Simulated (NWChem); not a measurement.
Species: AlH4 anion; SMILES [AlH4-]

Program: NWChem. Sets without diffuse functions describe the anion's extra electron poorly. The level has its own optimisation; frequencies are unscaled.

Predict the results for PBE0/pcseg-1. Quantities: r Al–H (Å); highest harmonic frequency (cm⁻¹); lowest (cm⁻¹); zero-point energy (kcal/mol).


| Quantity | Value |
|---|---|
| r Al–H (Å) | 1.652 |
| highest harmonic frequency (cm⁻¹) | 1729 |
| lowest (cm⁻¹) | 748 |
| zero-point energy (kcal/mol) | 15.0 |
